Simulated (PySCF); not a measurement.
C3H9Tl.
Geometry (PBE0-D3(BJ)/def2-SVP, Å), atoms numbered from 1 in this order:
```xyz
13
C3H9Tl angstrom
C     -0.4573    2.1704   -0.1467
Tl     0.0112   -0.0010    0.0169
C      2.1212   -0.6947    0.1450
C     -1.6611   -1.4717    0.0180
H     -0.3817    2.4626   -1.2055
H      0.2644    2.7642    0.4313
H     -1.4776    2.3742    0.2056
H      2.2909   -1.1324    1.1401
H      2.8192    0.1385   -0.0102
H      2.3003   -1.4738   -0.6101
H     -2.5684   -1.0167    0.4384
H     -1.8639   -1.7663   -1.0233
H     -1.3915   -2.3698    0.5904
```

Theory: PBE0-D3(BJ)/def2-SVP geometry optimisation, gas phase, def2 core potentials past Kr in PySCF 2.14.0.

Task: Which atoms are bound to Tl2, and at what distances?

Result: 3 atoms: C3 2.225 Å, C4 2.227 Å, C1 2.227 Å. The nearest atom not counted as bound is H12, at 2.78 Å (others tie with it).

Task: List the angles at Tl2.

Result: 
```json
{"angle": "C1–Tl2–C3", "degrees": "120.5", "distance of the outer atoms (Å)": "3.87"}
{"angle": "C3–Tl2–C4", "degrees": "120.4", "distance of the outer atoms (Å)": "3.86"}
{"angle": "C1–Tl2–C4", "degrees": "119.1", "distance of the outer atoms (Å)": "3.84"}
```

Task: What is the shape at Tl2?

Result: Planar: angles 120.5°, 120.4° and 119.1°, sum 360.0°, 0.01 Å off the plane of its three neighbours.

Task: What are the other bond lengths?

Result: C1–H5 and 8 like bonds 1.099 Å.

Charge 0, singlet. Whether it is a minimum is left open (no frequencies).
